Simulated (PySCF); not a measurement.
**`CCC[PH2+]CP(C)CCC`, [C₈H₂₁P₂]+, charge +1**

Molfile (atoms numbered from 1):
```
C8H21P2
     RDKit          3D

 31 30  0  0  0  0  0  0  0  0999 V2000
    2.3494    2.1500   -0.8236 C   0  0  0  0  0  0  0  0  0  0  0  0
    3.0740    0.8236   -0.9985 C   0  0  0  0  0  0  0  0  0  0  0  0
    2.7816   -0.1429    0.1540 C   0  0  0  0  0  0  0  0  0  0  0  0
    1.0035   -0.4307    0.3973 P   0  0  0  0  0  0  0  0  0  0  0  0
    0.1916   -1.0324   -1.0903 C   0  0  0  0  0  0  0  0  0  0  0  0
   -1.6207   -1.6567   -0.9990 P   0  0  0  0  0  0  0  0  0  0  0  0
   -1.3007   -3.1839   -0.0159 C   0  0  0  0  0  0  0  0  0  0  0  0
   -2.2011   -0.5609    0.3858 C   0  0  0  0  0  0  0  0  0  0  0  0
   -2.3196    0.8998   -0.0401 C   0  0  0  0  0  0  0  0  0  0  0  0
   -2.7431    1.7869    1.1240 C   0  0  0  0  0  0  0  0  0  0  0  0
    2.5977    2.6054    0.1325 H   0  0  0  0  0  0  0  0  0  0  0  0
    2.6356    2.8422   -1.6104 H   0  0  0  0  0  0  0  0  0  0  0  0
    1.2664    2.0140   -0.8791 H   0  0  0  0  0  0  0  0  0  0  0  0
    2.7902    0.3690   -1.9498 H   0  0  0  0  0  0  0  0  0  0  0  0
    4.1504    0.9968   -1.0313 H   0  0  0  0  0  0  0  0  0  0  0  0
    3.1776    0.2526    1.0958 H   0  0  0  0  0  0  0  0  0  0  0  0
    3.2511   -1.1163   -0.0279 H   0  0  0  0  0  0  0  0  0  0  0  0
    0.4239    0.6999    0.9085 H   0  0  0  0  0  0  0  0  0  0  0  0
    0.9102   -1.3576    1.4105 H   0  0  0  0  0  0  0  0  0  0  0  0
    0.2324   -0.2261   -1.8312 H   0  0  0  0  0  0  0  0  0  0  0  0
    0.8039   -1.8564   -1.4770 H   0  0  0  0  0  0  0  0  0  0  0  0
   -0.7759   -3.9092   -0.6344 H   0  0  0  0  0  0  0  0  0  0  0  0
   -2.2632   -3.6157    0.2529 H   0  0  0  0  0  0  0  0  0  0  0  0
   -0.7328   -2.9967    0.8957 H   0  0  0  0  0  0  0  0  0  0  0  0
   -3.1870   -0.9273    0.6839 H   0  0  0  0  0  0  0  0  0  0  0  0
   -1.5380   -0.6643    1.2577 H   0  0  0  0  0  0  0  0  0  0  0  0
   -1.3630    1.2574   -0.4412 H   0  0  0  0  0  0  0  0  0  0  0  0
   -3.0518    0.9784   -0.8448 H   0  0  0  0  0  0  0  0  0  0  0  0
   -2.7937    2.8263    0.8115 H   0  0  0  0  0  0  0  0  0  0  0  0
   -3.7239    1.4935    1.4884 H   0  0  0  0  0  0  0  0  0  0  0  0
   -2.0371    1.7110    1.9501 H   0  0  0  0  0  0  0  0  0  0  0  0
  1  2  1  0
  2  3  1  0
  3  4  1  0
  4  5  1  0
  5  6  1  0
  6  7  1  0
  6  8  1  0
  8  9  1  0
  9 10  1  0
  1 11  1  0
  1 12  1  0
  1 13  1  0
  2 14  1  0
  2 15  1  0
  3 16  1  0
  3 17  1  0
  4 18  1  0
  4 19  1  0
  5 20  1  0
  5 21  1  0
  7 22  1  0
  7 23  1  0
  7 24  1  0
  8 25  1  0
  8 26  1  0
  9 27  1  0
  9 28  1  0
 10 29  1  0
 10 30  1  0
 10 31  1  0
M  CHG  1   4   1
M  END
```

Method used: PySCF 2.14.0, GIAO CAM-B3LYP/pcSseg-1 magnetisability, rotational g tensor and spin-rotation constants, non-relativistic, gas phase. Geometry: GFN2-xTB.

For an ion the centre-of-mass motion in the field is neglected.

(1) Give the nuclear spin-rotation constants along the inertial axes (H = +C I·J) beside the isotropic shieldings.

Answers

(1) Rotational constants 1.0976, 0.5716, 0.4358 GHz. A star marks the isotopologue with that one atom substituted, in its own axes.
```
atom  isotope  Caa (kHz)  Cbb (kHz)  Ccc (kHz)  mean (kHz)  σ (ppm)
  P4      31P      1.468      0.851      0.610       0.976    385.8
  P6      31P      1.560      0.924      0.653       1.046    345.9
 H11       1H     -0.126     -0.051     -0.018      -0.065     30.7
 H12       1H     -0.090     -0.061     -0.018      -0.056     29.7
 H13       1H     -0.003     -0.072     -0.057      -0.044     31.2
 H14       1H     -0.114     -0.057     -0.015      -0.062     30.1
 H15       1H      0.019     -0.069     -0.053      -0.034     29.4
 H16       1H     -0.103     -0.062     -0.017      -0.061     29.4
 H17       1H     -0.120      0.002     -0.059      -0.059     29.4
 H18       1H     -0.132      0.020     -0.054      -0.055     26.4
 H19       1H     -0.114     -0.051     -0.005      -0.057     26.4
 H20       1H     -0.118     -0.055     -0.016      -0.063     29.2
 H21       1H     -0.125     -0.009     -0.058      -0.064     30.3
 H22       1H     -0.123     -0.009     -0.050      -0.061     30.4
 H23       1H      0.007     -0.069     -0.054      -0.039     30.0
 H24       1H     -0.103     -0.072     -0.014      -0.063     30.8
 H25       1H      0.019     -0.068     -0.056      -0.035     29.7
 H26       1H     -0.105     -0.077     -0.012      -0.065     31.1
 H27       1H      0.001     -0.071     -0.055      -0.042     31.0
 H28       1H     -0.087     -0.064     -0.014      -0.055     29.7
 H29       1H     -0.117     -0.013     -0.042      -0.057     30.1
 H30       1H      0.007     -0.066     -0.052      -0.037     30.3
 H31       1H     -0.100     -0.068     -0.015      -0.061     31.0
  C1     13C*      0.162      0.073      0.059       0.098    169.5
  C2     13C*      0.161      0.077      0.061       0.100    166.9
  C3     13C*      0.176      0.080      0.062       0.106    161.7
  C5     13C*      0.131      0.074      0.063       0.089    173.3
  C7     13C*      0.159      0.073      0.059       0.097    170.1
  C8     13C*      0.221      0.086      0.072       0.127    146.3
  C9     13C*      0.170      0.086      0.065       0.107    160.4
 C10     13C*      0.169      0.073      0.060       0.101    167.4
```
For the geometry as given, no vibrational averaging.
